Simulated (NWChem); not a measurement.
hydrogen iodide (HI); SMILES I

Computed with NWChem. The geometry was optimised at PBE0/def2-SVP. def2 effective core potentials on I; no spin-orbit coupling. B3LYP is NWChem's, with the RPA form of VWN correlation.

```tsv
level	basis functions	highest occupied level (eV)	orbital gap (eV)	dipole (D)
B3LYP/STO-3G (all-electron, non-relativistic)	28	-5.12	9.07	1.29
B3LYP/3-21G (all-electron, non-relativistic)	33	?	?	?
B3LYP/def2-SVP (core potentials)	31	-7.53	6.57	0.59
B3LYP/def2-SVPD (core potentials)	43	-7.69	6.44	0.43
B3LYP/def2-TZVP (core potentials)	56	-7.68	6.55	0.46
```

Question: Complete the blanks.

Answer: 
- B3LYP/3-21G (all-electron, non-relativistic), highest occupied level (eV): -7.43
- B3LYP/3-21G (all-electron, non-relativistic), orbital gap (eV): 6.84
- B3LYP/3-21G (all-electron, non-relativistic), dipole (D): 0.90
